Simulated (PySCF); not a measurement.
## Stationary points of HHfO

Method: PySCF, PBE0, basis Hf def2-TZVP with ECP60, O def2-TZVP, H def2-TZVP (scalar-relativistic core potentials, no spin–orbit coupling, density fitting).

Relaxations began from a few typed shapes; open shells are unrestricted. The search is not exhaustive: other isomers or separated fragments can lie lower, and high-lying points may rest on an excited occupation.

Q: Order these stationary points by electronic energy, lowest first, in kJ/mol from the lowest minimum.
A. doublet C∞v: Hf–H 2.056 Å, Hf–O 1.760 Å; H–Hf–O 180.0°
B. doublet Cs: Hf–H 1.856 Å, Hf–O 1.734 Å; H–Hf–O 103.8°

A: B (0.0), A (118.6).

Q: Which of them are minima?

A: By energy in kJ/mol, 0.0: minimum; 118.6: saddle point, 2 imaginary modes.

For the lowest minimum: with open d or f shells other occupations or spin states may lie lower. With an element this heavy the missing spin–orbit coupling can shift these numbers.
